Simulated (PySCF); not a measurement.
Computed shifts of a molecule C2H13NOSi3, HF/pcSseg-1 (PySCF), GIAO, gas phase, equivalent atoms averaged, in ppm (number of nuclei): ¹³C: 5.1 (2). ²⁹Si: 1.7 (1), -45.9 (1), -56.6 (1). ¹⁵N: 10.9 (1). ¹H: 4.92 (3), 4.60 (3), 0.75 (6), 0.59 (1). References: ¹³C against TMS (σ = 192.6 ppm); ²⁹Si against TMS (σ = 393.8 ppm); ¹⁵N against NH3 (σ = 267.3 ppm); ¹⁷O against H2O (σ = 333.0 ppm); ¹H against TMS (σ = 31.99 ppm), references at their B3LYP-D3(BJ)/def2-TZVP geometries, non-relativistic. Geometry optimised at PBE-D3(BJ)/def2-SVP. The values are those of a single conformer.

Q: Identify the compound among the candidates.
(A) CN([SiH3])[Si@](C)(O)[SiH3]
(B) C[Si](C)(N[SiH3])O[SiH3]
(C) C[SiH2]N[SiH2][Si@H](C)O
(D) C[SiH2][Si@](C)(O)N[SiH3]

A: B, C[Si](C)(N[SiH3])O[SiH3]
